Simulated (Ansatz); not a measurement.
Calculated with Ansatz (gas phase, PBE0-D4/def2-TZVP geometries, no zero-point term in ΔE). CBS: MP2 limit from def2 TZ/QZ plus the TZ coupled-cluster correction, frozen cores. This one scheme is used for every species. DFT in def2-TZVPP. For Br outer-core shells are correlated without core-valence functions, which leaves a few kJ/mol of doubt a bond. Scalar relativity is left out up to krypton. Each species was taken in one conformer, which may not be the lowest.

Reaction (hydrogenolysis of the Si–O bond): `[SiH3]O[Si]Br` + H₂ → `[SiH]Br` + `O[SiH3]`

```
             level  ΔE (kcal/mol)
         revPBE-D4           37.5
           PBE0-D4           36.0
            B2PLYP           37.0
SCS-MP2/def2-TZVPP           37.7
```

**Question.** What does CCSD(T)/CBS give? (Estimate.)

**Answer.** Ansatz gave: +37.3 kcal/mol. The listed levels differ from it by 0.2, -1.3, -0.3, 0.4 kcal/mol.

Largest T1 diagnostic among the species: 0.012.

From r2SCAN to r2SCAN0 (25 % exact exchange), in def2-TZVPP and without D4, ΔE moves by −1.2 kcal/mol. At CCSD(T), def2-SVP lies −3.3 kcal/mol from the extrapolated value and def2-TZVPP −0.8 kcal/mol.
